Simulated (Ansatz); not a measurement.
One change: `[GaH2][SiH2][SnH3]` becomes `[SiH3][SiH2][GaH2]`.

Ansatz, PBE0-D4/def2-TZVP geometries, multiplicity 1. 

Elements past krypton have def2 core potentials. Scalar relativity is left out up to krypton.

| property | `[GaH2][SiH2][SnH3]` |
| --- | --- |
| HOMO energy (PBE0/def2-TZVPP) / eV | -7.39 |
| zero-point energy (PBE0-D4/def2-TZVP) / kJ/mol | 132.0 |
| LUMO energy (B3LYP/def2-TZVPP) / eV | -2.51 |
| LUMO energy (ωB97M-V/def2-TZVPP) / eV | -0.59 |
| HOMO energy (PBE/def2-TZVPP) / eV | -6.41 |
| ideal-gas entropy at 298 K and 1 bar (rigid rotor, harmonic PBE0-D4/def2-TZVP) / J/(mol·K) | 395 |

Q: Give the same properties after the change, and the shifts. (Best estimate.)

A: Computed: 
```tsv
property	`[SiH3][SiH2][GaH2]`	shift
HOMO energy (PBE0/def2-TZVPP) / eV	-7.48	-0.09
zero-point energy (PBE0-D4/def2-TZVP) / kJ/mol	143.3	11.3
LUMO energy (B3LYP/def2-TZVPP) / eV	-2.46	0.05
LUMO energy (ωB97M-V/def2-TZVPP) / eV	-0.53	0.06
HOMO energy (PBE/def2-TZVPP) / eV	-6.47	-0.06
ideal-gas entropy at 298 K and 1 bar (rigid rotor, harmonic PBE0-D4/def2-TZVP) / J/(mol·K)	368	-27
```

Modes under 60 cm⁻¹, often nearly free rotors, make the harmonic entropy too high.

B3LYP here is the variant with VWN-RPA as its local correlation; programs differ in this.
